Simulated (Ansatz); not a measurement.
`[SiH3][GeH]1[S][S]1`, relaxed with RKS PBE-D4/def2-SVP in Ansatz from a rough embedded geometry. The force threshold is 0.03 eV/Å; the program also tests the step.

Charge 0, multiplicity 1.

Start:

```xyz
8

Si    0.984   -0.382   -0.706
Ge   -0.402    0.541    0.815
S    -2.140   -0.732    1.191
S    -2.463    0.939   -0.087
H     1.756    0.685   -1.451
H     2.020   -1.269   -0.035
H     0.254   -1.216   -1.691
H    -0.009    1.435    1.964
```

**Question.** By how much does the energy fall, and how many steps does the optimiser take? (An estimate is asked.)

**Answer.** Computed: 18.45 kJ/mol, in 3 steps.

**Question.** Which bonds change most? (Estimate.)

**Answer.** Ansatz gave: Si1–Ge2 from 2.255 to 2.382 Å; S3–S4 from 2.128 to 2.206 Å; Ge2–S4 from 2.285 to 2.236 Å; Ge2–S3 from 2.187 to 2.236 Å.

**Question.** Give the relaxed structure. (An estimate is asked.)

**Answer.** The calculation gave: 
```xyz
8

Si    1.070   -0.406   -0.751
Ge   -0.453    0.543    0.816
S    -2.201   -0.784    1.242
S    -2.460    0.969   -0.071
H     1.808    0.685   -1.477
H     2.058   -1.290   -0.043
H     0.218   -1.199   -1.696
H    -0.041    1.481    1.980
```
